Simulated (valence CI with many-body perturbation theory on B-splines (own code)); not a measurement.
## Forbidden lines of Pb⁸⁺

Method: valence CI with perturbative core correlation (CI+MBPT): six valence electrons over a frozen Dirac-Fock core [Xe] 4f14, a basis of 7 s, 7 p, 8 d, 6 f, 4 g, 1 h functions for each j, with the one-electron correlation potential Σ1, the two-electron term Σ2, the three-electron term Σ3, Breit, model QED; selected CI, second order for the rest, scaled by the run's own slope (own B-spline code, finite nucleus).

No measured levels were compared; by estimate terms of the open shell hold to 2 to 4 % of their energy, and close levels can change places; different configurations can be misplaced against each other by 1,000 to 8,000 cm⁻¹. Among the levels kept, up to 600 cm⁻¹ of a level comes from second order outside the variational space, and about a tenth of that is noise between levels of different J, which matters for small intervals. Only levels of the ground parity were solved; by the run's estimate the other parity begins above the list, which can be wrong where configurations are misplaced.

Lines 1 to 50 of 110 in falling wavelength, among levels below 87981 cm⁻¹, chosen from the decays that carry over 1 % of a level's rate. Wavelengths and rates use the calculated energies, so an error of 2000 cm⁻¹ moves a line at 26230 Å by 52 % and its rate by three times that or more. Electric multipoles are in the length gauge, E1 and E2 with the static RPA response of the core. S is in atomic units (e²a₀⁴ for E2 and M2, e²a₀⁶ for E3), for M1 in squared Bohr magnetons. Weak lines are less certain than strong ones. Lines between different terms over intervals too small for the method are left out, as are lines whose strength nearly cancels. Where a level lies close to another of its J and parity, the split of strength between their lines is uncertain. The highest levels of a list are the least certain.

Levels are named by their leading jj configuration (3d3/2^4 stands for four electrons in 3d with j = 3/2), which in mixed levels can hold well under half, so a name can repeat and another be missing. Letters in brackets count levels of one name in rising energy.

```csv
λ vac (Å),Upper,Lower,Type,A (s⁻¹),S (a.u.)
26230,(5d3/2^3 5d5/2^3) J=0,(5d3/2^3 5d5/2^3) J=1 [b],M1,7.83e-01,5.24e-01
14260,(5d3/2^3 5d5/2^3) J=1 [b],(5d3/2^2 5d5/2^4) J=2 [a],M1,5.71e+00,1.84e+00
14120,(5d3/2^2 5d5/2^4) J=5,(5d3/2^3 5d5/2^3) J=4 [b],M1,5.93e+00,6.80e+00
12920,(5d3/2^3 5d5/2^3) J=5,(5d3/2^3 5d5/2^3) J=4 [a],M1,5.11e+00,4.50e+00
11910,(5d3/2^3 5d5/2^3) J=3 [a],(5d3/2^4 5d5/2^2) J=2,M1,1.12e+01,4.90e+00
11860,(5d3/2^2 5d5/2^4) J=3,(5d3/2^2 5d5/2^4) J=4 [a],M1,8.14e+00,3.52e+00
11720,(5d3/2^4 5d5/2^2) J=2,(5d3/2^4 5d5/2^2) J=4,E2,8.17e-04,8.08e-01
10380,(5d3/2^3 5d5/2^3) J=2 [b],(5d3/2^2 5d5/2^4) J=2 [a],M1,4.44e+00,9.19e-01
9168,(5d3/2^4 5d5/2^2) J=0,(5d3/2^4 5d5/2^2) J=2,E2,8.64e-03,5.00e-01
8734,(5d3/2^3 5d5/2^3) J=4 [b],(5d3/2^3 5d5/2^3) J=3 [b],M1,9.69e+00,2.15e+00
8524,(5d3/2^3 5d5/2^3) J=1 [b],(5d3/2^3 5d5/2^3) J=2 [a],M1,8.13e+00,5.60e-01
8248,(5d3/2^2 5d5/2^4) J=3,(5d3/2^3 5d5/2^3) J=4 [b],M1,1.19e+01,1.73e+00
7527,(5d3/2^3 5d5/2^3) J=3 [c],(5d3/2^2 5d5/2^4) J=2 [a],M1,3.69e+00,4.08e-01
7473,(5d3/2^3 5d5/2^3) J=1 [a],(5d3/2^4 5d5/2^2) J=2,M1,1.15e+02,5.32e+00
7463,(5d3/2^3 5d5/2^3) J=2 [b],(5d3/2^3 5d5/2^3) J=3 [b],M1,1.75e+01,1.34e+00
7376,(5d3/2^2 5d5/2^4) J=4 [c],(5d3/2^2 5d5/2^4) J=4 [b],M1,8.22e+00,1.10e+00
7009,(5d3/2^3 5d5/2^3) J=3 [b],(5d3/2^3 5d5/2^3) J=4 [a],M1,2.39e+01,2.14e+00
6247,(5d3/2^2 5d5/2^4) J=1,(5d3/2^3 5d5/2^3) J=0,M1,4.33e+01,1.17e+00
6156,(5d3/2^2 5d5/2^4) J=4 [b],(5d3/2^3 5d5/2^3) J=3 [c],M1,1.11e+01,8.66e-01
6050,(5d3/2^3 5d5/2^3) J=2 [a],(5d3/2^3 5d5/2^3) J=1 [a],M1,4.03e+01,1.65e+00
5968,(5d3/2^2 5d5/2^4) J=2 [b],(5d3/2^3 5d5/2^3) J=3 [c],M1,8.48e+00,3.34e-01
5907,(5d3/2^3 5d5/2^3) J=3 [a],(5d3/2^4 5d5/2^2) J=4,M1,1.33e+02,7.11e+00
5865,(5d3/2^3 5d5/2^3) J=3 [c],(5d3/2^3 5d5/2^3) J=3 [b],M1,1.34e+01,7.04e-01
5816,(5d3/2^2 5d5/2^4) J=1,(5d3/2^3 5d5/2^3) J=2 [b],M1,5.83e+01,1.28e+00
5553,(5d3/2^3 5d5/2^3) J=3 [c],(5d3/2^3 5d5/2^3) J=2 [a],M1,5.47e+01,2.43e+00
5509,(5d3/2^2 5d5/2^4) J=4 [b],(5d3/2^2 5d5/2^4) J=4 [a],M1,2.75e+01,1.54e+00
5048,(5d3/2^2 5d5/2^4) J=3,(5d3/2^2 5d5/2^4) J=2 [a],M1,1.82e+01,6.08e-01
5046,(5d3/2^2 5d5/2^4) J=1,(5d3/2^3 5d5/2^3) J=1 [b],M1,7.73e+01,1.10e+00
4706,(5d3/2^2 5d5/2^4) J=2 [a],(5d3/2^3 5d5/2^3) J=1 [a],M1,6.12e+01,1.18e+00
4649,(5d3/2^3 5d5/2^3) J=2 [a],(5d3/2^3 5d5/2^3) J=3 [a],M1,5.35e+01,9.97e-01
4615,(5d3/2^2 5d5/2^4) J=4 [a],(5d3/2^3 5d5/2^3) J=5,M1,1.10e+02,3.59e+00
4607,(5d3/2^2 5d5/2^4) J=2 [c],(5d3/2^2 5d5/2^4) J=3,M1,1.72e+01,3.13e-01
4578,(5d3/2^2 5d5/2^4) J=4 [b],(5d3/2^3 5d5/2^3) J=4 [b],M1,3.84e+00,1.23e-01
4484,(5d3/2^3 5d5/2^3) J=3 [d],(5d3/2^3 5d5/2^3) J=2 [a],M1,3.28e+01,7.68e-01
4450,(5d3/2^3 5d5/2^3) J=3 [b],(5d3/2^3 5d5/2^3) J=3 [a],M1,3.66e+01,8.38e-01
4342,(5d3/2^2 5d5/2^4) J=2 [b],(5d3/2^3 5d5/2^3) J=1 [b],M1,1.47e+01,2.23e-01
4242,(5d3/2^2 5d5/2^4) J=3,(5d3/2^3 5d5/2^3) J=3 [b],M1,1.34e+02,2.64e+00
4178,(5d3/2^2 5d5/2^4) J=2 [c],(5d3/2^3 5d5/2^3) J=3 [d],M1,1.07e+02,1.45e+00
4114,(5d3/2^2 5d5/2^4) J=5,(5d3/2^3 5d5/2^3) J=6,M1,1.62e+02,4.59e+00
4076,(5d3/2^2 5d5/2^4) J=3,(5d3/2^3 5d5/2^3) J=2 [a],M1,5.76e+01,1.01e+00
3990,(5d3/2^2 5d5/2^4) J=5,(5d3/2^3 5d5/2^3) J=5,M1,8.78e+01,2.27e+00
3979,(5d3/2^3 5d5/2^3) J=4 [a],(5d3/2^4 5d5/2^2) J=4,M1,2.39e+02,5.02e+00
3921,(5d3/2^2 5d5/2^4) J=4 [c],(5d3/2^3 5d5/2^3) J=3 [d],M1,4.68e+01,9.41e-01
3889,(5d3/2^3 5d5/2^3) J=4 [b],(5d3/2^3 5d5/2^3) J=4 [a],M1,1.32e+02,2.59e+00
3812,(5d3/2^2 5d5/2^4) J=2 [a],(5d3/2^3 5d5/2^3) J=3 [a],M1,4.48e+02,4.60e+00
3727,(5d3/2^2 5d5/2^4) J=1,(5d3/2^2 5d5/2^4) J=2 [a],M1,2.91e+01,1.68e-01
3542,(5d3/2^2 5d5/2^4) J=2 [c],(5d3/2^3 5d5/2^3) J=3 [c],M1,5.22e+01,4.31e-01
3538,(5d3/2^3 5d5/2^3) J=1 [b],(5d3/2^3 5d5/2^3) J=1 [a],M1,6.01e+01,2.96e-01
3532,(5d3/2^2 5d5/2^4) J=4 [c],(5d3/2^2 5d5/2^4) J=5,M1,9.47e+01,1.39e+00
3499,(5d3/2 5d5/2^5) J=1,(5d3/2^3 5d5/2^3) J=2 [b],M1,1.61e+02,7.69e-01
```
